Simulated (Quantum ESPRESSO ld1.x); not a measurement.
Rb+, 36 electrons, occupied as [Kr] (the NIST ground configuration).

Method: Dirac Kohn-Sham, BLYP, spin-unpolarised, spherical densities, point nucleus; computed with ld1.x of Quantum ESPRESSO 7.5.

Energy parts (hartree):
| part | energy |
|---|---|
| total | -2981.77 |
| kinetic | 3066.88 |
| electron-nucleus | -7191.51 |
| Hartree | 1244.03 |
| exchange-correlation | -101.16 |

Orbitals (lengths in bohr, moments of r in powers of bohr; r(max) is where P^2 peaks):
1s1/2: occ. 2; eigenvalue (hartree) -552.602; <r^4> 0.00001234; r(max) 0.02628; small-component weight 1.81e-02
2s1/2: occ. 2; eigenvalue (hartree) -73.9857; <r^4> 0.002398; r(max) 0.1497; small-component weight 3.61e-03
2p1/2: occ. 2; eigenvalue (hartree) -67.1342; <r^4> 0.001631; r(max) 0.1173; small-component weight 3.61e-03
2p3/2: occ. 4; eigenvalue (hartree) -64.8989; <r^4> 0.001781; r(max) 0.1207; small-component weight 3.51e-03
3s1/2: occ. 2; eigenvalue (hartree) -11.1454; <r^4> 0.1416; r(max) 0.4510; small-component weight 8.97e-04
3p1/2: occ. 2; eigenvalue (hartree) -8.69189; <r^4> 0.1573; r(max) 0.4405; small-component weight 8.45e-04
3p3/2: occ. 4; eigenvalue (hartree) -8.35597; <r^4> 0.1703; r(max) 0.4493; small-component weight 8.20e-04
3d3/2: occ. 4; eigenvalue (hartree) -4.06076; <r^4> 0.2350; r(max) 0.3912; small-component weight 7.02e-04
3d5/2: occ. 6; eigenvalue (hartree) -4.00374; <r^4> 0.2417; r(max) 0.3939; small-component weight 6.95e-04
4s1/2: occ. 2; eigenvalue (hartree) -1.37709; <r^4> 9.133; r(max) 1.258; small-component weight 1.57e-04
4p1/2: occ. 2; eigenvalue (hartree) -0.81136; <r^4> 18.76; r(max) 1.404; small-component weight 1.17e-04
4p3/2: occ. 4; eigenvalue (hartree) -0.77846; <r^4> 20.56; r(max) 1.433; small-component weight 1.12e-04
4d3/2: occ. 0; eigenvalue (hartree) -0.14139; <r^4> 616.1; r(max) 2.753; small-component weight 2.55e-05
4d5/2: occ. 0; eigenvalue (hartree) -0.14035; <r^4> 632.2; r(max) 2.783; small-component weight 2.50e-05
5s1/2: occ. 0; eigenvalue (hartree) -0.22998; <r^4> 663.8; r(max) 3.760; small-component weight 2.07e-05

The highest occupied level is 4p3/2 at -21.183 eV. The density falls to 0.001 e/bohr^3 at r = 3.65 bohr. For comparison, the ionisation energy in NIST's Atomic Spectra Database is 27.290 eV (measured). In exact Kohn-Sham theory the highest level is minus the ionisation energy, but local and semilocal functionals leave it too shallow, through self-interaction and a potential that decays too fast; potentials with the right tail come closer. Summed over all electrons, <r^2> = 31.50 bohr^2, which gives a Langevin (diamagnetic) susceptibility term of -25 x 10^-6 cm^3/mol.
